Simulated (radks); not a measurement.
Initial-state core-level shifts of the palladium ion Pd+ when its valence configuration changes from [Kr] 4d9. Calculated with a radial shooting solver on a logarithmic mesh with Libxc functionals: scalar-relativistic Kohn-Sham, LDA (Slater exchange, Perdew-Wang correlation), spin-polarised, spherical densities, finite nucleus; open shells are filled with parallel spins first (spin-orbit coupling, left out, can overturn this in heavy ions); Fermi nuclear charge, rms radius 4.5318 fm. Shifts are changes of the shell-averaged eigenvalues in eV (positive: less bound); the change of the density at the nucleus, which sets a Mossbauer isomer shift, is in e/bohr^3, on a base of 1.354e+05.

| valence | 2s | 3s | 3p | 3d | density at nucleus |
|---|---|---|---|---|---|
| 4d7 5s2 | -9.709 | -9.482 | -9.482 | -9.538 | +57.31 |
| 4d7 5s1 5p1 | -10.910 | -10.701 | -10.701 | -10.754 | +33.40 |
| 4d6 5s1 5p2 | -17.584 | -17.187 | -17.186 | -17.280 | +41.87 |
| 4d8 5p1 | -5.959 | -5.895 | -5.894 | -5.914 | +2.55 |
| 4d7 5p2 | -12.226 | -12.037 | -12.036 | -12.086 | +6.13 |
| 4d8 5s1 | -4.555 | -4.466 | -4.467 | -4.490 | +26.26 |
| 4d5 5s1 5p3 | -24.573 | -23.918 | -23.914 | -24.062 | +51.43 |
| 4d8.5 5p0.5 | -2.948 | -2.922 | -2.922 | -2.931 | +1.15 |
| 4d8.5 5s0.5 | -2.227 | -2.188 | -2.188 | -2.199 | +12.36 |
